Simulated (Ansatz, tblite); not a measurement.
Dissociation curve of SMILES O(C)[Si](C)(OC)OC (C₄H₁₂O₃Si). The Si3–C17 bond (Si3 also carries O, O, O; C17 carries H, H, H) is varied alone, starting from the PBE0/def2-SVP optimised geometry.

Methods: GFN2-xTB, 300 K electronic temperature (tblite); UKS-PBE0 = unrestricted PBE0/def2-SVP in Ansatz (a program for electronic structure).

Energies relative to the lowest point of each curve near equilibrium, in kJ/mol; the last columns give the difference from UKS-PBE0:

| R / Å | GFN2-xTB | UKS-PBE0 | GFN2-xTB − UKS-PBE0 |
|---|---|---|---|
| 1.52 | 354.0 | 191.4 | 162.5 |
| 1.63 | 135.2 | 72.1 | 63.1 |
| 1.74 | 37.4 | 16.3 | 21.1 |
| 1.82 | 8.3 | 1.6 | 6.8 |
| 1.86 | 2.2 | 0.0 | 2.2 |
| 1.91 | 0.0 | 2.2 | -2.2 |
| 1.99 | 5.8 | 13.2 | -7.4 |
| 2.09 | 23.1 | 35.8 | -12.7 |
| 2.23 | 56.8 | 77.2 | -20.4 |
| 2.43 | 113.7 | 144.0 | -30.3 |
| 2.72 | 200.7 | 239.1 | -38.4 |
| 3.07 | 293.6 | 337.4 | -43.8 |
| 3.42 | 363.3 | 393.5 | -30.2 |
| 3.91 | 423.6 | 424.2 | -0.5 |
| 4.56 | 458.1 | 436.0 | 22.1 |
| 5.43 | 466.8 | 439.0 | 27.7 |

GFN2-xTB is furthest from UKS-PBE0 at 1.52 (162.5 kJ/mol, above); its mean absolute difference over the points is 30.7 kJ/mol.

The unrestricted determinant behind UKS-PBE0 is spin-contaminated at 3.07 to 5.43 Å (<S²> up to 1.0, against 0.00 for a pure singlet).
